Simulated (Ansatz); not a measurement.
Molecule: I$_{2}$, charge 1, multiplicity 2. SMILES of the parent species: II

Atoms: I1, I2. Bonds: I1-I2.

Bond lengths (Å) and angles (degrees) optimised at HF/STO-3G with Ansatz (an electronic-structure program); PBE/LANL2DZ with Ansatz; B3LYP/LANL2DZ with Ansatz, each started from the B3LYP-D3(BJ)/def2-TZVP structure (Ansatz) of the last column. A row stands for all coordinates that are equal there.

```tsv
coordinate	HF/STO-3G	PBE/LANL2DZ	B3LYP/LANL2DZ	B3LYP-D3(BJ)/def2-TZVP
I1-I2	2.713	2.788	2.783	2.607
```

Mean signed difference of all 1 bond lengths from B3LYP-D3(BJ)/def2-TZVP: HF/STO-3G 0.106 Å, PBE/LANL2DZ 0.181 Å, B3LYP/LANL2DZ 0.176 Å.
